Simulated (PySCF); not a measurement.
## Si4H8O4

Si4H8O4 is a molecule drawn as a unit of a network glass or zeolite (built as: Si Si Si Si, H ends, O bridges), neutral, singlet. The structure was relaxed in the gas phase by PBE0-D3(BJ)/def2-SVP. No frequency run checks that it is a minimum.

SMILES: O1[SiH2]O[SiH2]O[SiH2]O[SiH2]1

Coordinates in Å:
```
O1      1.891   -0.304    0.191
Si2     1.310   -1.152    1.478
O3     -0.335   -1.175    1.459
Si4    -1.878   -0.873    0.970
O5     -1.898    0.280   -0.206
Si6    -1.303    1.340   -1.317
O7      0.332    1.194   -1.436
Si8     1.866    0.683   -1.126
H9      1.809   -2.549    1.385
H10     1.764   -0.493    2.731
H11    -2.459   -2.126    0.420
H12    -2.653   -0.376    2.136
H13    -1.628    2.722   -0.879
H14    -1.906    1.028   -2.638
H15     2.714    1.871   -0.847
H16     2.362   -0.080   -2.300
```

Shieldings: GIAO PBE0/pcSseg-1. Shifts are against computed references at the same level: H TMS (σ 31.27 ppm), Si TMS (σ 352.0 ppm). Core levels by delta-SCF with SCAN, pcX-2 on the ionised atom and pcseg-1 elsewhere, spin-free X2C (2p3/2 is the spin-free 2p value less a third of a first-order spin-orbit splitting); from the vacuum level, for chosen atoms.

Task: Give the NMR and core-level values of the distinct atoms.

Result: 
| atoms | bonded to | σ (ppm) | δ (ppm) | core level (eV) |
| --- | --- | --- | --- | --- |
| O1 O5 | 2 Si | 245.5 | - | 1s 538.03 |
| Si2 Si4 Si6 Si8 | 2 O + 2 H | 402.0 | -50.1 | 2p3/2 108.08 |
| O3 O7 | 2 Si | 245.8 | - | 1s 538.04 |
| H9 | 1 Si | 26.17 | 5.10 | - |
| H10 H11 H13 H16 | 1 Si | 26.12 | 5.14 | - |
| H12 H14 H15 | 1 Si | 26.17 | 5.10 | - |

Values are those of this one static structure; atoms that internal rotation interchanges would show their mean in an NMR spectrum.

Task: By CAM-B3LYP/def2-SVPD (TDDFT singlets, Tamm-Dancoff triplets, ionisation by delta-SCF), where does absorption start, and what does vertical ionisation take?

Result: The lowest singlet lies at 7.54 eV (f 0.052), the lowest triplet at 7.28 eV; vertical ionisation takes 10.37 eV.
